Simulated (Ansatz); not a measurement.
Stretching the N7–H8 bond in CH6BN (SMILES CBN) (multiplicity 1 held, fragments rigid). Energies count from the point at 1.006 Å.
Geometry at that point (charge 0, multiplicity 1):
```
atom    x (Å)    y (Å)    z (Å)
----  -------  -------  -------
B     -0.4047  -0.1348   0.3262
H     -1.2416  -0.4800   1.1105
C      1.1076  -0.5000   0.5440
H      1.2344  -1.5857   0.6075
H      1.4628  -0.1066   1.5020
H      1.7750  -0.1295  -0.2390
N     -0.8350   0.5994  -0.7779
H     -1.7976   0.8444  -0.9374
H     -0.2103   0.9357  -1.4934
```

Restricted levels (R-, RO-) in cc, def2 and unpolarised 6-31G sets keep to the state of the molecule at rest. U- levels take the lowest unrestricted solution at each point, which mixes spins at long bonds. Levels need not reach the same state.

Correlated levels freeze the cores.

Programs: Ansatz (Gaussian basis) for Hartree–Fock, density functionals and correlated methods. Each number belongs to the level named beside it.

Problem. One of these levels gives 142.81 kcal/mol for the energy at R = 3.219 Å. Name it.
A. U-MP2/cc-pVDZ
B. U-HF/cc-pVDZ
C. R-SCS-MP2/cc-pVDZ

Solution. C, R-SCS-MP2/cc-pVDZ. The others give 103.07 (U-HF/cc-pVDZ), 127.99 (U-MP2/cc-pVDZ)

Doubts at one or more of the structures used: a spin-contaminated determinant (U-HF/cc-pVDZ, U-MP2/cc-pVDZ); a restricted determinant that unrestricted orbitals would lower (R-SCS-MP2/cc-pVDZ).

Ansatz is a first-principles code.
